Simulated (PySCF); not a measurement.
Compound: C6H8AlF3.
Geometry (PBE0-D3(BJ)/def2-SVP, Å), atoms numbered from 1 in this order:
```
atom  x, y, z in Å
F1     1.399    0.995    1.756
C2     2.321    0.666    0.806
F3     3.514    0.620    1.320
C4     1.914    0.433   -0.441
F5     2.844    0.103   -1.344
C6     0.490    0.460   -0.810
C7    -0.159   -0.946   -0.904
C8    -1.623   -0.916   -0.444
C9    -1.750   -0.258    0.944
Al10  -0.564    1.287    0.682
H11    0.384    1.008   -1.764
H12   -0.074   -1.370   -1.918
H13    0.396   -1.631   -0.237
H14   -2.039   -1.939   -0.460
H15   -2.215   -0.343   -1.182
H16   -1.359   -0.941    1.722
H17   -2.796   -0.044    1.214
H18   -0.690    2.825    1.055
```

Computed, not measured: PBE0-D3(BJ)/def2-SVP geometry optimisation, gas phase (PySCF).

Task: Which atoms are bound to Al10, and at what distances?

Result: 3 atoms: H18 1.587 Å, C9 1.966 Å, C6 2.005 Å. The nearest atom not counted as bound is F1, at 2.26 Å.

Task: List the angles at Al10.

Result: 
| angle | degrees | distance of the outer atoms (Å) |
| --- | --- | --- |
| C9–Al10–H18 | 133.0 | 3.26 |
| C6–Al10–H18 | 128.0 | 3.23 |
| C6–Al10–C9 | 95.3 | 2.93 |

Task: What is the shape at Al10?

Result: Almost planar: angles 133.0°, 128.0° and 95.3°, sum 356.4°, 0.19 Å off the plane of its three neighbours. The Al–C distances aren't all alike: 1.966 to 2.005 Å.

Task: What are the other bond lengths?

Result: F1–C2 1.364 Å; C2–F3 1.300 Å; C2=C4 1.333 Å; C4–F5 1.338 Å; C4–C6 1.470 Å; C6–C7 1.552 Å; C7–C8 1.535 Å; C8–C9 1.541 Å. (A selection.)

Task: Give some angles away from the centre.

Result: F1–C2–F3 110.7°, F1–C2–C4 119.2°, F3–C2–C4 130.1°, C2–C4–F5 117.5°, C2–C4–C6 121.8°, F5–C4–C6 120.5°, C4–C6–C7 113.8°, C4–C6–Al10 109.3°, C7–C6–Al10 101.5°, C6–C7–C8 111.3°.

Task: What are the rotational constants (commonest isotopes, rigid rotor)?

Result: A = 1851, B = 866.5, C = 675.3 MHz: an asymmetric top.

Point group: C1 (no symmetry element, even within 0.4 Å). Charge 0, singlet. Whether it is a minimum is left open (no frequencies).

Rough CPU time on one thread of a shared machine: about 8 min. These figures are those of the optimisation.

One conformer stands for the species.
